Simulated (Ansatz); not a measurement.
CH2BBrO3 (`OB1OC(Br)O1`). Charge 0, multiplicity 1.

```
atom    x (Å)    y (Å)    z (Å)
  O1   0.5661  -1.1835  -1.6506
  B2   0.1799  -0.4841  -0.5830
  O3  -1.0078  -0.5439   0.1397
  C4  -0.3891   0.4329   0.9368
 Br5  -1.3518   2.1117   0.9675
  O6   0.8036   0.4971   0.1912
  H7   1.4425  -0.9608  -1.9740
  H8  -0.2434   0.1305   1.9723
```

(1) List the harmonic frequencies (cm⁻¹, unscaled) at PBE0-D4/def2-TZVP in Ansatz. (An estimate is asked.)

(2) Is this a minimum?

(3) Give the ideal-gas thermochemistry at 298.15 K and 1 bar (rigid rotor, harmonic oscillator; point group C1, symmetry number 1).

(4) And at 400, 500, 600, 800 and 1000 K?

(5) Rotational constants (cm⁻¹)?

Results:

(1) The calculation gave: 107, 259, 309, 415, 449, 605, 712, 781, 899, 958, 1014, 1090, 1185, 1286, 1366, 1615, 3146, 3901.

(2) Yes, all 18 modes are real.

(3) Zero-point energy 120.2 kJ/mol; H(298) − E = 137.2 kJ/mol; entropy 327.6 J/(mol·K), of which translation 171.6, rotation 116.2, vibration 39.8; G(298) − E = 39.6 kJ/mol.

(4) 
```
T (K)  H − E (kJ/mol)  S (J/mol/K)  G − E (kJ/mol)
  400           147.0        355.6             4.8
  500           158.2        380.5           -32.1
  600           170.6        403.0           -71.3
  800           197.9        442.2          -155.9
 1000           227.5        475.2          -247.7
```

(5) 0.2914, 0.03812, 0.037.
